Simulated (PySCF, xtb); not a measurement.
CdFH₃Si, SMILES [F][Cd][SiH3].

Harmonic wavenumbers (cm⁻¹) from GFN2-xTB (xtb) at its own minimum, in rising order: 50, 81, 281, 305, 406, 419, 746, 784, 790, 2103, 2123, 2153.

**Question.** What does PBE0-D3(BJ)/def2-TZVP (PySCF 2.14.0) give at its own minimum? (Estimate from the structure and the level; the computed values follow.)

**Answer.** 101, 101, 300, 470, 470, 565, 852, 940, 940, 2216, 2230, 2230. Paired by order, the mean absolute difference is 98 cm⁻¹ and the zero-point energies are 14.6 and 16.3 kcal/mol.
